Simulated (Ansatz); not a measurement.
Basis sets compared for Ga₃Sb₃H₁₂, a cluster cut from wurtzite GaSb (hydrogen-capped). Total charge 0; singlet. Geometry PBE-D4/def2-SVP. Ansatz on 2 threads of AMD EPYC 7R13 on a shared host and a share (18 GiB) of an NVIDIA H100 80GB HBM3; times are rough, and most runs start from earlier orbitals.

```tsv
atom	x (Å)	y (Å)	z (Å)
Sb1	-2.2759	0.5625	-0.1699
Ga2	-0.8027	2.6342	0.7688
Sb3	1.6090	1.7150	-0.0552
Ga4	-1.9370	-2.0860	0.2917
Sb5	0.6660	-2.2078	-0.4522
Ga6	2.7391	-0.7002	0.4251
H7	-3.9244	0.9287	0.1439
H8	-2.3836	0.7613	-1.8728
H9	-1.1638	3.9276	-0.0573
H10	-0.8065	2.4926	2.3401
H11	1.6884	1.9732	-1.7515
H12	2.7738	2.9105	0.3490
H13	-2.8004	-2.8965	-0.7491
H14	-1.9484	-2.2607	1.8595
H15	0.6954	-2.1434	-2.1686
H16	1.1516	-3.8515	-0.3400
H17	2.7614	-0.8634	1.9941
H18	3.9579	-0.8960	-0.5556
```

In the def2 sets Sb takes a core potential; there is no spin–orbit coupling.

Binding counts from free atoms (Sb quartet, Ga doublet, H doublet) in the same basis, without a counterpoise term.

```json
{"level": "PBE-D4/def2-SVP", "functions": "234", "energy (Eh)": "-6500.8911", "HOMO (eV)": "-6.36", "LUMO (eV)": "-2.22", "binding per atom (eV)": "2.27", "wall time": "7 s"}
{"level": "PBE0-D4/def2-SVP", "functions": "234", "energy (Eh)": "-6501.0665", "HOMO (eV)": "-7.35", "LUMO (eV)": "-1.55", "binding per atom (eV)": "2.26", "wall time": "16 s"}
```

Q: Estimate the rows for PBE-D4/def2-TZVP, PBE0-D4/def2-TZVP.

A: 
```tsv
level	functions	energy (Eh)	HOMO (eV)	LUMO (eV)	binding per atom (eV)	wall time
PBE-D4/def2-TZVP	366	-6501.6671	-6.40	-2.30	2.27	2.1 s
PBE0-D4/def2-TZVP	366	-6501.8348	-7.37	-1.60	2.26	4.6 s
```
